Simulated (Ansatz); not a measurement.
Z-matrix (Å, degrees):
```
Si
C 1 1.764
N 1 1.774 2 42.5
Br 1 2.194 2 122.7 3 98.6
H 1 1.469 2 124.9 3 -97.7
H 2 1.091 1 162.0 3 -176.1
```

Total charge 0; spin multiplicity 1.

List the PBE/def2-TZVPP orbital energies in eV (the Gaussian-basis code of Ansatz). (Estimate.)

The calculation gave: Occupied: -13089.32, -1781.01, -1682.45, -1516.83, -1516.76, -1516.75, -381.11, -270.69, -229.24, -171.41, -171.21, -171.19, -138.67, -95.45, -95.39, -95.36, -68.07, -68.02, -68.01, -67.86, -67.86, -23.74, -19.80, -14.43, -13.13, -10.78, -10.25, -9.41, -8.62, -7.99, -7.64, -5.71. Lowest empty: -2.34, -1.38, -1.02, 0.48, 1.55, 1.85, 2.57, 2.99.
